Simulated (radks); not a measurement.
Results of a calculation; reference values are marked as such.
Charge is removed step by step from the 1s1/2 level of Kr2+, starting from [Ar] 3d10 4s2 4p4. Level of theory: Dirac Kohn-Sham, PBEsol, spin-unpolarised, spherical densities, point nucleus; open shells fill j = l - 1/2 first (a radial shooting solver on a logarithmic mesh with Libxc functionals).

removed (e)  E - E(0) (eV)  eigenvalue (eV)  E minus straight line (eV)
0                    0.000         -14168.8                       0.000
0.25                3556.5         -14283.1                     -42.629
0.5                 7141.5         -14397.0                     -56.739
0.75               10754.9         -14510.2                     -42.460
1                  14396.5         -14622.3                       0.000

Removing the whole electron costs 14396.5 eV by Delta-SCF, against 14168.8 eV from minus the eigenvalue at the starting occupation. Slater's transition state (half an electron removed) gives 14397.0 eV. Integrating minus the eigenvalue over the occupation (Janak's theorem) gives 14396.5 eV. The mean slope of the eigenvalue, de/dn, is 454 eV per electron.
